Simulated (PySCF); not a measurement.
CH₄BClO.
SMILES with atom numbers: `[CH3:1][B:2]([OH:3])[Cl:4]` (hydrogens: H5, H6, H7 on C1; H8 on O3)

Geometry (PBE0-D3(BJ)/def2-SVP, Å), atoms numbered from 1 in this order:
```
atom  x, y, z in Å
C1    -0.5090    0.3833    0.8214
B2     0.9492    0.9621    0.8326
O3     2.0652    0.2570    0.5652
Cl4    1.2074    2.6699    1.2375
H5    -1.1627    0.9981    0.1832
H6    -0.5737   -0.6626    0.4836
H7    -0.9337    0.4420    1.8373
H8     1.8776   -0.6611    0.3442
```

Jobs on this species (8 atoms, 40 electrons) with PySCF (density fitting). Hardware of each: an Arm Neoverse V1 with one thread, no GPU, on a shared host. The host was shared with other jobs, so the times are rough. Peak memory is the resident size of the whole Python process, interpreter and libraries included.

```
                                                                 level and settings                                                          work  basis functions  SCF cycles  wall time  peak memory
                                                 PBE0-D3(BJ)/def2-SVP, grid level 1  geometry optimisation from a GFN2-xTB start shaken at random               80           ?          ?            ?
    delta-SCF UKS SCAN, pcX-2 on the ionised atom, pcseg-1 elsewhere, spin-free X2C                                 ΔSCF core ionisation, 5 holes              122          74       14 s     0.40 GiB
 delta-SCF UKS SCAN, pcX-2 on the ionised atom, pcseg-1 elsewhere, non-relativistic                                 ΔSCF core ionisation, 5 holes              122          75       15 s     0.43 GiB
    delta-SCF UKS PBE0, pcX-2 on the ionised atom, pcseg-1 elsewhere, spin-free X2C                                 ΔSCF core ionisation, 5 holes              122          66       15 s     0.43 GiB
delta-SCF UKS SCAN, def2-TZVP on the ionised atom, pcseg-1 elsewhere, spin-free X2C                                 ΔSCF core ionisation, 5 holes               99          71       13 s     0.43 GiB
      delta-SCF UKS HF, pcX-2 on the ionised atom, pcseg-1 elsewhere, spin-free X2C                                 ΔSCF core ionisation, 5 holes              122          65      7.8 s     0.43 GiB
   delta-SCF UKS B3LYP, pcX-2 on the ionised atom, pcseg-1 elsewhere, spin-free X2C                                 ΔSCF core ionisation, 5 holes              122          68       15 s     0.42 GiB
    delta-SCF UKS SCAN, pcX-1 on the ionised atom, pcseg-1 elsewhere, spin-free X2C                                 ΔSCF core ionisation, 5 holes              102          73       12 s     0.43 GiB
     delta-SCF UKS PBE, pcX-2 on the ionised atom, pcseg-1 elsewhere, spin-free X2C                                 ΔSCF core ionisation, 5 holes              122          75      9.1 s     0.43 GiB
```

**Question.** Fill in the missing figures.

**Answer.** 
- PBE0-D3(BJ)/def2-SVP, grid level 1; geometry optimisation from a GFN2-xTB start shaken at random: 17 s, 0.32 GiB, 60 SCF cycles

**Question.** What do all jobs in the table cost together?

**Answer.** About 2.0 min; the longest takes about 14 % of that, and about 2.2 times as long as the shortest.
